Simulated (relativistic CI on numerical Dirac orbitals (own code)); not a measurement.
# Hyperfine structure of Lu51+, mass number 175

Computed by Dirac-Coulomb-Breit CI, KLI orbitals optimised for each configuration, QED by a radiative potential, unscaled Slater integrals (own radial code, finite nucleus).

Configurations in the expansion (outside the closed core [Ne]): 3s2 3p6 3d2, 3s2 3p5 3d3, 3s 3p6 3d3, 3s2 3p6 3d 4s, 3s2 3p6 3d 4p, 3s2 3p6 3d 4d, 3s2 3p5 3d2 4s, 3s2 3p6 3d 4f, 3s2 3p5 3d2 4p, 3s2 3p5 3d2 4d, 3p6 3d4, 3p5 3d5, 3p5 3d4 4s, 3p6 3d3 4s, 3p5 3d3 4s2. Double excitations out of closed p, d and f shells are left out; levels of such configurations are missing from the list, as are those of other unlisted configurations, and high levels can miss mixing partners. These lack a partner that the ground configuration has and come out too high: 3s2 3p5 3d2 4p, 3s2 3p5 3d2 4d.

Nuclear spin I = 7/2, μ = 2.2257 μN, Q = 3.49 b (tables of Stone and Pyykkö). The electronic factors are computed for point nuclear moments, without core polarisation or the Bohr-Weisskopf and QED corrections.

| Level | E (cm⁻¹) | A (MHz) | B (MHz) |
| --- | --- | --- | --- |
| 3s2 3p6 3d2 3F_2 | 0 | 59630 | 17600 |
| 3s2 3p6 3d2 3F_3 | 474896 | 33940 | 92400 |
| 3s2 3p6 3d2 1G_4 | 581956 | 36140 | 430000 |
| 3s2 3p6 3d2 3P_1 | 594152 | -2847 | 95900 |
| 3s2 3p6 3d2 3F_4 | 1015636 | 24260 | 264000 |

Levels with J = 0, under 50 % of one LS term, or S terms without an open s electron are left out. Small factors come from cancelling terms and can be off by tens of per cent or more.

At this charge energies of transitions that change n are usually good to better than 1 %, and those within a shell (Δn = 0) to a few per cent.

Give the hyperfine levels of 3s2 3p6 3d2 3F_2 relative to its centre of gravity.

With K = F(F + 1) − I(I + 1) − J(J + 1), E = AK/2 + B[¾K(K + 1) − I(I + 1)J(J + 1)]/[2I(2I − 1)J(2J − 1)]: F = 3/2: -527300, F = 5/2: -386000, F = 7/2: -183900, F = 9/2: 83490, F = 11/2: 421800 MHz.

LS names give the leading component of a level, which can be under half, so a name can repeat, a term be missing and a line seem to break the LS rules.
